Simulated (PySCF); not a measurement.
C2H10GeP2 (SMILES [CH3][Ge]([CH3])([PH2])[PH2]), singlet, geometry from GFN2-xTB, atoms displaced at random by about 0.08 Å a coordinate. Base run: TPSS/STO-3G, gradient in PySCF.

Input for PySCF:
```python
from pyscf import gto, scf, dft

mol = gto.M(
    atom='''
C     0.018129   -0.908878    2.023968
Ge   -0.066876    0.139014    0.266721
C    -0.372440    1.976995    0.635356
P     1.953305   -0.230851   -0.860058
P    -1.709849   -0.681235   -1.028263
H     1.055659   -0.515628    2.671743
H     0.186856   -1.917468    1.693363
H    -0.749859   -0.791020    2.531205
H    -0.283840    2.451558   -0.229038
H     0.523135    2.358897    1.430755
H    -1.287568    2.216065    1.146906
H     2.530721    1.009075   -0.293748
H     1.493022    0.498814   -1.791411
H    -2.618428   -1.165079    0.003572
H    -1.170361   -1.884127   -1.083774
''',
    basis='sto-3g',
    charge=0,
    spin=0,
    verbose=3,
)

mf = dft.RKS(mol)
mf.xc = 'tpss'
mf.kernel()
g = mf.nuc_grad_method()
grad = g.kernel()
```

The coordinate followed is x of atom 6.

The base run was repeated with changes; each row names its change, and settings that it needs were set with it.

```tsv
change	dE/dx (Eh/bohr)	net force (Eh/bohr)
base	0.074528	0.000085
grids.level = 1; grid_response = off	0.074509	0.000580
grids.level = 0; grid_response = off	0.074314	0.014863
grids.level = 1; grid_response = on	0.074503	0.000000
finite difference step (bohr) = 0.2; conv_tol = 1e-11	0.072797	-
grid_response = on	0.074522	0.000000
grids.level = 5; grid_response = on	0.074526	0.000000
finite difference step (bohr) = 1e-5; conv_tol = 1e-11	0.074522	-
grids.level = 5; grid_response = off	0.074526	0.000022
finite difference step (bohr) = 1e-4; conv_tol = 1e-11	0.074522	-
conv_tol = 1e-11	0.074528	0.000085
finite difference step (bohr) = 0.05; conv_tol = 1e-11	0.074414	-
```

The net force is zero for an exact gradient.
